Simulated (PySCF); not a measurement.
SMILES O[SiH](O)[GeH3] (H₆GeO₂Si) (B3LYP/def2-SVP optimised geometry):

```
10

Si    -0.781    -0.188     0.000
O     -1.247     1.415     0.000
O     -1.235    -1.007    -1.382
Ge     1.600    -0.188     0.000
H     -1.393    -0.865     1.190
H     -2.149     1.632     0.265
H     -2.155    -1.287    -1.469
H      2.149     0.535    -1.247
H      2.146     0.529     1.254
H      2.149    -1.632     0.003
```

Method: B3LYP/def2-TZVP (PySCF 2.14.0).

Q: What are the frontier orbital energies and the dipole moment?

A: HOMO-2 -9.06 eV, HOMO-1 -8.89 eV, HOMO -7.86 eV, LUMO -0.36 eV, LUMO+1 0.14 eV; dipole moment 2.88 D.

Meta-Löwdin charges at B3LYP/def2-TZVP: Si1 1.01, O2 -0.76, O3 -0.76, Ge4 0.10, H5 -0.15, H6 0.35, H7 0.35, H8 -0.04, H9 -0.05, H10 -0.05.
